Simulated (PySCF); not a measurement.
CH$_{4}$Be, singlet, geometry from GFN2-xTB (such geometries of metal compounds can be far from the true shape); DF-PBE/pcseg-2 (PySCF).

PySCF was given this input:
```python
from pyscf import gto, scf, dft

mol = gto.M(
    atom='''
Be   -0.979686   -0.515646   -0.124762
H    -2.104771   -1.107820   -0.268040
C     0.537489    0.282901    0.068449
H     1.065746    0.027850    0.989528
H     0.472490    1.372776    0.089402
H     1.260342    0.072371   -0.722534
''',
    basis='pcseg-2',
    charge=0,
    spin=0,
    verbose=4,
    max_memory=1800,
)

mf = dft.RKS(mol)
mf.xc = 'pbe'
mf = mf.density_fit(auxbasis='def2-universal-jkfit')
mf.kernel()
```

Output, abridged:

```
PySCF version 2.14.0

[INPUT] verbose = 4
[INPUT] num. atoms = 6
[INPUT] num. electrons = 14
[INPUT] charge = 0
[INPUT] spin (= nelec alpha-beta = 2S) = 0
[INPUT] symmetry False subgroup None
[INPUT] Mole.unit = angstrom
[INPUT] Symbol           X                Y                Z      unit          X                Y                Z       unit  Magmom
[INPUT]  1 Be    -0.979686000000  -0.515646000000  -0.124762000000 AA   -1.851338228071  -0.974429717227  -0.235766010753 Bohr   0.0
[INPUT]  2 H     -2.104771000000  -1.107820000000  -0.268040000000 AA   -3.977440744927  -2.093476395316  -0.506522190428 Bohr   0.0
[INPUT]  3 C      0.537489000000   0.282901000000   0.068449000000 AA    1.015707004966   0.534605410366   0.129349863500 Bohr   0.0
[INPUT]  4 H      1.065746000000   0.027850000000   0.989528000000 AA    2.013968058351   0.052628872569   1.869936912589 Bohr   0.0
[INPUT]  5 H      0.472490000000   1.372776000000   0.089402000000 AA    0.892876696596   2.594170670376   0.168945294988 Bohr   0.0
[INPUT]  6 H      1.260342000000   0.072371000000  -0.722534000000 AA    2.381701203287   0.136761369361  -1.365391375686 Bohr   0.0

nuclear repulsion = 22.8121733048753
number of shells = 19
number of NR pGTOs = 142
number of NR cGTOs = 101
basis = pcseg-2
ecp = {}

******** <class 'pyscf.df.df_jk.DFRKS'> ********
method = DFRKS
initial guess = minao
damping factor = 0
level_shift factor = 0
DIIS = <class 'pyscf.scf.diis.CDIIS'>
diis_start_cycle = 1
diis_space = 8
diis_damp = 0
SCF conv_tol = 1e-09
SCF conv_tol_grad = None
SCF max_cycles = 50
direct_scf = False
XC library pyscf.dft.libxc version 7.1.2
    S. Lehtola, C. Steigemann, M. J. T. Oliveira, and M. A. L. Marques,  SoftwareX 7, 1–5 (2018)
XC functionals = pbe
    J. P. Perdew, K. Burke, and M. Ernzerhof,  Phys. Rev. Lett. 77, 3865 (1996)
    J. P. Perdew, K. Burke, and M. Ernzerhof,  Phys. Rev. Lett. 78, 1396 (1997)
    J. P. Perdew, K. Burke, and M. Ernzerhof,  Phys. Rev. Lett. 77, 3865 (1996)
    J. P. Perdew, K. Burke, and M. Ernzerhof,  Phys. Rev. Lett. 78, 1396 (1997)
radial grids:
    Treutler-Ahlrichs [JCP 102, 346 (1995); DOI:10.1063/1.469408] (M4) radial grids

becke partition: Becke, JCP 88, 2547 (1988); DOI:10.1063/1.454033
pruning grids: <function nwchem_prune>
grids dens level: 3
symmetrized grids: False
atomic radii adjust function: <function treutler_atomic_radii_adjust>
small_rho_cutoff = 0
Set gradient conv threshold to 3.16228e-05
Initial guess from minao.
tot grids = 67072
init E= -54.9716840020182
  HOMO = -0.359985115516537  LUMO = -0.0808779023687987  gap/eV = 7.59489
cycle= 1 E= -55.0850611429848  delta_E= -0.113  |g|= 0.51  |ddm|= 1.68
  HOMO = -0.159533963983699  LUMO = -0.0146214649240177  gap/eV = 3.94327
cycle= 2 E= -54.9778855059669  delta_E= 0.107  |g|= 0.776  |ddm|= 0.902
  HOMO = -0.259765267787622  LUMO = -0.0363569664049085  gap/eV = 6.07925
cycle= 3 E= -55.1553534773642  delta_E= -0.177  |g|= 0.0478  |ddm|= 0.61
  HOMO = -0.26277063884707  LUMO = -0.039367681433688  gap/eV = 6.07910
cycle= 4 E= -55.1562414208689  delta_E= -0.000888  |g|= 0.00736  |ddm|= 0.0617
  HOMO = -0.261086396479104  LUMO = -0.0379452673055433  gap/eV = 6.07198
cycle= 5 E= -55.1562688548555  delta_E= -2.74e-05  |g|= 0.00107  |ddm|= 0.0122
  HOMO = -0.261243892391317  LUMO = -0.0381187836126243  gap/eV = 6.07154
cycle= 6 E= -55.1562692379372  delta_E= -3.83e-07  |g|= 0.000365  |ddm|= 0.00158
  HOMO = -0.26123162172772  LUMO = -0.0380943743722508  gap/eV = 6.07187
cycle= 7 E= -55.1562692841784  delta_E= -4.62e-08  |g|= 1.16e-05  |ddm|= 0.00036
  HOMO = -0.261233924090851  LUMO = -0.0380946222368575  gap/eV = 6.07193
cycle= 8 E= -55.1562692842305  delta_E= -5.21e-11  |g|= 1.56e-06  |ddm|= 2.33e-05
  HOMO = -0.261233015272687  LUMO = -0.0380942303317543  gap/eV = 6.07192
Extra cycle  E= -55.1562692842301  delta_E= 3.13e-13  |g|= 2.03e-06  |ddm|= 3.69e-06
converged SCF energy = -55.1562692842301
```
